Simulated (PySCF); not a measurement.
**Question.** What does the PBE0-D3(BJ)/def2-SVP structure of `N#[C][GeH2][O][GeH3]` look like in three dimensions?

**Answer.** 
```xyz
10
CH5Ge2NO angstrom
N      1.6552    2.3460   -0.2536
C      1.5404    1.1971   -0.3619
Ge     1.2816   -0.7175   -0.5173
O     -0.4002   -1.0461   -0.1335
Ge    -1.6953   -0.0137    0.5476
H      1.5648   -1.1096   -1.9691
H      2.2068   -1.3838    0.5057
H     -1.9366    1.1684   -0.4061
H     -1.2531    0.4771    1.9379
H     -2.9157   -0.9392    0.6353
```

Any rigid rotation of these coordinates is as good. Atoms count from 1 in this order. O4 (oxygen bonded to 2 Ge) is bent (angle 131.9°). The Ge–O distances run from 1.756 Å (Ge3–O4, drawn single) to 1.791 Å (O4–Ge5, drawn single), a spread of 0.035 Å. Ge3 (germanium bonded to C, O and 2 H) is distorted tetrahedral (angles from 107.2° to 114.2°). Ge5 (germanium bonded to O and 3 H) is distorted tetrahedral (angles from 104.4° to 112.0°).

Bonds between heavy atoms (Å): N1≡C2 1.160, C2–Ge3 1.938, Ge3–O4 1.756, O4–Ge5 1.791.

Method: PBE0-D3(BJ)/def2-SVP geometry optimisation, gas phase in PySCF.

Point group: near Cs, missed by 0.39 Å at most; the miss may be what the optimiser left on a soft mode. Stationary, but not proved a minimum. One conformer, not necessarily the lowest (C2–Ge3–O4–Ge5 -10°).
